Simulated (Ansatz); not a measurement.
A structure relaxed at PBE-D4/def2-SVP in Ansatz, charge 1, doublet:

```
atom   x (Å)   y (Å)   z (Å)
 Cd1  -0.718  -2.546  -0.367
 Cd2  -2.249  -0.992  -2.020
 Cd3  -1.063   3.872  -2.007
 Cd4   1.401   2.036  -1.938
 Cd5  -0.622   0.218   1.976
 Cd6  -4.249   1.140  -1.434
 Cd7   2.461  -1.473   2.124
 Cd8  -1.896   2.085   0.356
 Cd9   2.537   0.259  -0.121
 O10   1.099   1.929   1.254
 O11   0.067  -0.245  -0.320
 O12  -0.587   0.623  -1.224
 O13  -0.557  -2.955   1.872
 O14   2.189  -2.036  -1.041
 O15   0.037  -1.971   2.535
 O16   0.526   2.796   0.474
 O17   1.623  -2.740  -0.120
```

(1) Give its formula.

(2) Summarise the bond lengths by kind (pairs closer than 1.2 times the sum of covalent radii, bridged metal pairs left out).

Answers

(1) the cluster Cd₉O₈⁺.

(2) 9 × Cd–O 2.28 to 2.52 Å; 8 × Cd–Cd 2.74 to 3.10 Å; 4 × O–O 1.29 to 1.41 Å.

In the def2 sets Cd takes a core potential; there is no spin–orbit coupling. The structure holds 4 bonds between oxygen atoms, so isomers without such links may lie far lower. The charge 1 doublet is spin-contaminated (final ⟨S²⟩ up to 1.80, 0.75 for a pure state). Another isomer (doublet) lies 0.91 eV lower at PBE0-D4/def2-TZVP; other spin states weren't run for this one.
